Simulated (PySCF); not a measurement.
## Energy of Se²⁺ (selenium, charge +2) between two integer charges

The 4p alpha orbital of [Ar] 3d10 4s2 4p2 is emptied in steps (occupation f), with all orbitals relaxed, ending at [Ar] 3d10 4s2 4p1. All numbers are calculated (PySCF 2.14, scalar relativity through the core potential, in aug-cc-pVDZ-PP with ECP10MDF). The exact energy is a straight line in f; departures are measured from the line between the end points of the same method.

```
  f  UHF (eV)  LDA (eV)  PBE (eV)  PBE0 (eV)  r2SCAN (eV)  LC-wPBE (eV)  BHandHLYP (eV)  wB97X (eV)  HSE06 (eV)  CAM-B3LYP (eV)
  1     0.000     0.000     0.000      0.000        0.000         0.000           0.000       0.000       0.000           0.000
0.9     0.039    -0.489    -0.475     -0.348       -0.452        -0.090          -0.230      -0.121      -0.387          -0.230
0.7     0.089    -1.143    -1.107     -0.809       -1.046        -0.206          -0.536      -0.282      -0.901          -0.536
0.5     0.105    -1.361    -1.315     -0.958       -1.231        -0.240          -0.637      -0.337      -1.071          -0.637
0.3     0.087    -1.142    -1.100     -0.800       -1.017        -0.197          -0.534      -0.284      -0.897          -0.533
0.1     0.037    -0.488    -0.469     -0.340       -0.427        -0.081          -0.228      -0.123      -0.383          -0.228
  0     0.000     0.000     0.000      0.000        0.000         0.000           0.000       0.000       0.000           0.000
```

For LDA, how does the orbital energy at f = 1 compare with the removal energy?

−ε = 26.203 eV against a total-energy difference of 31.632 eV. By Janak's theorem ε = ∂E/∂f, so the gap between them reflects the curvature. Along the path −ε is 27.281 (f = 0.9), 29.451 (f = 0.7), 31.633 (f = 0.5), 33.817 (f = 0.3), 35.981 (f = 0.1) eV.

```csv
method,E(f=0) − E(f=1) (eV),−ε at f=1 (eV),−ε at f=0.5 (eV)
UHF,30.974,31.408,30.968
LDA,31.632,26.203,31.633
PBE,31.475,26.194,31.496
PBE0,31.554,27.686,31.579
r2SCAN,31.773,26.736,31.860
LC-wPBE,31.637,30.633,31.665
BHandHLYP,31.465,28.909,31.472
wB97X,31.317,29.975,31.310
HSE06,31.541,27.241,31.553
CAM-B3LYP,31.569,29.012,31.578
```

Reference removal energy between the ground levels: 31.697 ± 0.019 eV (measured; NIST Atomic Spectra Database, ionization energies). The calculation has no spin-orbit coupling. UHF lacks correlation.
